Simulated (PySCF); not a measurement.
Start geometry of [RhF6]3- (`[F][Rh-3]([F])([F])([F])([F])[F]`) from GFN2-xTB (Å):
```
atom  x, y, z in Å
Rh1   -0.0011    0.0003    0.0000
F2    -0.0194   -0.0117    2.0157
F3     0.0199    0.0084   -2.0149
F4     2.0144    0.0068    0.0193
F5    -2.0153   -0.0046   -0.0183
F6    -0.0052    2.0168    0.0093
F7     0.0067   -2.0160   -0.0112
```

Question: What comes out of this run: PBE0-D3(BJ)/def2-SVP geometry optimisation, gas phase, def2 core potentials past Kr in PySCF 2.14.0?

Answer: 
```
atom  x, y, z in Å
Rh1   -0.0003    0.0000    0.0001
F2    -0.0227   -0.0132    2.0237
F3     0.0228    0.0117   -2.0235
F4     2.0233    0.0081    0.0232
F5    -2.0238   -0.0067   -0.0223
F6    -0.0061    2.0237    0.0111
F7     0.0068   -2.0236   -0.0122
```

The energy falls by 0.07 kcal/mol over 3 energy and gradient evaluations, the largest force component goes from 0.0028 to 1.3e-04 Eh/bohr, and the atoms move by 0.008 Å rms after alignment. Among the bonds, Rh1–F3 and Rh1–F5 change most and about equally (+0.009 to +0.010 Å). Bonds longer at the end by more than 0.005 Å: 6 of 6; shorter: 0. The orientation of the end geometry is arbitrary; only internal coordinates are fixed.

The run used 115 basis functions and 24 SCF cycles in all.

No PBE0-D3(BJ)/def2-SVP frequencies stand behind this structure, so it isn't proved a minimum. Whether so highly charged an anion holds all its electrons in the gas phase wasn't checked; a finite basis holds them in any case. No counter-ion or solvent screens the charge of this multiply charged ion.
